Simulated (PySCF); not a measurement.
C7H15OPSi.
Atom-mapped SMILES: `[CH3:1][O:2][C:3]1=[C:4]([SiH3:5])[P:6]1[C:7]([CH3:8])([CH3:9])[CH3:10]` (hydrogens: H11, H12, H13 on C1; H14, H15, H16 on Si5; H17, H18, H19 on C8; H20, H21, H22 on C9; H23, H24, H25 on C10)

Geometry (PBE0-D3(BJ)/def2-SVP, Å), atoms numbered from 1 in this order:
```xyz
25
C7H15OPSi angstrom
C      3.262   -1.201    0.277
O      2.014   -1.393    0.923
C      1.224   -0.344    0.912
C      1.135    0.910    0.505
Si     1.837    2.398   -0.311
P     -0.354    0.302    1.467
C     -1.606   -0.280    0.154
C     -2.426   -1.383    0.823
C     -0.952   -0.790   -1.120
C     -2.491    0.932   -0.144
H      3.808   -2.149    0.347
H      3.112   -0.931   -0.781
H      3.835   -0.401    0.773
H      3.233    2.136   -0.784
H      1.000    2.782   -1.489
H      1.855    3.552    0.640
H     -1.808   -2.269    1.041
H     -2.869   -1.041    1.772
H     -3.253   -1.702    0.165
H     -0.301   -1.657   -0.923
H     -0.338   -0.012   -1.600
H     -1.722   -1.105   -1.845
H     -2.939    1.344    0.775
H     -3.317    0.652   -0.820
H     -1.917    1.738   -0.629
```

Level: PBE0/pcSseg-1 in PySCF, non-relativistic, on one gas-phase PBE0-D3(BJ)/def2-SVP geometry that isn't relaxed in the solvent. The solvent is an IEF-PCM continuum (Bondi radii, 1.10 Å for H, scaled by 1.2). The model holds no explicit solvent molecules, cavitation or dispersion.

```json
{"run": "gas", "E − E(gas) (kcal/mol)": "0.00", "HOMO (eV)": "-6.15", "HOMO–LUMO gap (eV)": "6.01", "dipole (D)": "2.20"}
{"run": "P", "E − E(gas) (kcal/mol)": "-2.89", "HOMO (eV)": "-6.19", "HOMO–LUMO gap (eV)": "6.06", "dipole (D)": "2.83"}
{"run": "Q", "E − E(gas) (kcal/mol)": "-2.51", "HOMO (eV)": "-6.17", "HOMO–LUMO gap (eV)": "6.06", "dipole (D)": "2.73"}
```

The runs were made in chloroform and tetrahydrofuran. Which run belongs to which solvent?

P = tetrahydrofuran, Q = chloroform. The dielectric constants are 4.711 (chloroform), 7.426 (tetrahydrofuran), and the energy falls further as ε rises. In this model the ground state sees the solvent through ε alone.

How constant is the ratio of the lowering to (ε − 1)/(2ε + 1)?

```tsv
solvent	(ε − 1)/(2ε + 1)	E − E(gas) (kcal/mol)	ratio (kcal/mol)	polarisation term (kcal/mol)
chloroform	0.356	-2.51	-7.0	-2.80
tetrahydrofuran	0.405	-2.89	-7.1	-3.29
```

The ratio changes by +1.3 % in size from chloroform to tetrahydrofuran. The polarisation term is half the interaction of the solute with the induced surface charges.

Time: 1.9 min wall; peak memory 1.5 GiB. Hardware: one thread of an Arm Neoverse N1, on a shared host. This is the whole shielding run at PBE0/pcSseg-1 in tetrahydrofuran, SCF included.
